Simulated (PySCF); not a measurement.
CeCl: frontier orbitals

PBE0 at R = 2.513 Å; PySCF, spin-free X2C with a Gaussian nucleus, basis sets Ce x2c-SVPall, Cl x2c-SVPall. State: quartet, about 1.1 electrons in the 4f shell (Mulliken), real f orbitals that mix terms. Only the outer orbitals are listed, counted within each symmetry.

```
spin  orbital  occ.  ε (eV)  on Ce (%)   main shells (%)
   α      15σ     1  -21.01         15  85 Cl s, 12 Ce p
   α      16σ     1   -9.06         17  82 Cl p, 11 Ce d
   α       8π     1   -8.60         11           89 Cl p
   α       8π     1   -8.60         11           89 Cl p
   α       3δ     1   -7.44        100          100 Ce f
   α      17σ     1   -4.20        100  81 Ce s, 15 Ce d
   α       4δ     1   -4.04        100          100 Ce d
   α      18σ     0   -1.88        100  86 Ce f, 12 Ce d
   α       9π     0   -1.77        100  78 Ce f, 20 Ce d
   α       9π     0   -1.77        100  78 Ce f, 20 Ce d
   β      15σ     1  -20.95         19  81 Cl s, 16 Ce p
   β      16σ     1   -9.02         16  84 Cl p, 10 Ce d
   β       8π     1   -8.60          9           91 Cl p
   β       8π     1   -8.60          9           91 Cl p
   β      17σ     0   -1.74        100           88 Ce s
   β      18σ     0   -1.07        100  74 Ce f, 24 Ce d
   β       9π     0   -1.03        100  79 Ce f, 20 Ce d
```

**Question.** Which are the highest filled and the lowest empty level, where do they sit, and how wide is the gap?

**Answer.** Highest filled α 4δ at -4.04 eV (in %: 100 Ce d); lowest empty α 18σ at -1.88 eV (in %: 86 Ce f, 12 Ce d); the gap at PBE0 is 2.16 eV.

| Item | Value |
| --- | --- |
| bond order (Mayer) | 1.32 |
| ⟨S²⟩ | 3.754 |
| charge on Ce (Mulliken, basis-dependent) | 0.24 |
| charge on Ce (Löwdin, basis-dependent) | -0.14 |
| dipole moment (positive dipole means Ce(−)Cl(+)) | -4.16 D |
| polarisability along the bond | 135.1 bohr³ |
| polarisability across the bond | 171.3 bohr³ |

Spin–orbit coupling is left out. With d or f electrons several states lie close, and the lowest PBE0 determinant need not be the measured ground state.
